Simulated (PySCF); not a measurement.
# Correlation energy of Tl⁺ (thallium, charge +1)

[Xe] 4f14 5d10 6s2, closed-shell 1S. All numbers are calculated (PySCF 2.14, scalar relativity by spin-free X2C-1e, in x2c-TZVPPall (11s7p6d3f, 83 functions)). Frozen: [Xe] 4f14 5d10; 2 electrons correlated.

With two correlated electrons CCSD is exact within the correlated space (frozen core and kept virtual orbitals).

| level | correlation energy (mhartree) |
| --- | --- |
| CCSD | -26.40 |

Diagnostics: T1 = 0.0015, D1 = 0.0021, largest double amplitude 0.073.

Question: Is a single reference adequate?

Answer: Mostly. T1 lies below 0.03, but a double amplitude of this size points to a near-degeneracy that CCSD handles and MP2 describes poorly.
